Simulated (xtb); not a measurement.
B(F)(OH)(SiH3) (BFH4OSi), SMILES OB(F)[SiH3]. All values are semi-empirical tight-binding results from xtb (GFN2-xTB unless named), good for trends rather than for accurate numbers. Geometry optimised at GFN2-xTB. The values are those of a single conformer.

The orbital gap is 4.22 eV and the dipole moment comes out as 2.17 D. The zero-point energy is 27.5 kcal/mol and the G − E(el) at 298.15 K (modified RRHO) is 9.1 kcal/mol. The static polarisability (D4 model) comes out as 50.0 bohr³ and the solvation energy, GFN2-xTB/ALPB(water) is -4.6 kcal/mol. The solvation energy, GFN2-xTB/ALPB(dmso) is -6.9 kcal/mol.
